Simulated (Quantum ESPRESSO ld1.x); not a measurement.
Os IV, configuration [Xe] 4f14 5d5. Method: scalar-relativistic Kohn-Sham, LDA (Slater exchange, Perdew-Zunger correlation), spin-polarised, spherical densities, point nucleus; open shells are filled with parallel spins first; computed with ld1.x of Quantum ESPRESSO 7.5.

Unscreened Slater integrals over Kohn-Sham orbitals (cm^-1). They are taken over the spin-up orbitals.

F0(5d,5d): 123650
F2(5d,5d): 64821
F4(5d,5d): 43029
F0(5d,5p): 140830
F2(5d,5p): 69578
G1(5d,5p): 83138
G3(5d,5p): 51463
F0(5d,4f): 159050
F2(5d,4f): 37280
F4(5d,4f): 17470
G1(5d,4f): 13239
G3(5d,4f): 12013
G5(5d,4f): 9487.9
F0(5d,5s): 146540
G2(5d,5s): 53606
F0(5p,5p): 169920
F2(5p,5p): 91670
F0(5p,4f): 208520
F2(5p,4f): 65799
G2(5p,4f): 27204
G4(5p,4f): 22419
F0(5p,5s): 181370
G1(5p,5s): 120940
F0(4f,4f): 361770
F2(4f,4f): 176810
F4(4f,4f): 111950
F6(4f,4f): 80840
F0(4f,5s): 234450
G3(4f,5s): 34792
F0(5s,5s): 196270

Derived for the open shells (J is the average intra-shell exchange parameter used in DFT+U). 5d: Racah B = F2/49 - 5 F4/441 = 835.0 cm^-1, C = 35 F4/441 = 3415 cm^-1, C/B = 4.09, F4/F2 = 0.664, J = (F2 + F4)/14 = 7704 cm^-1.
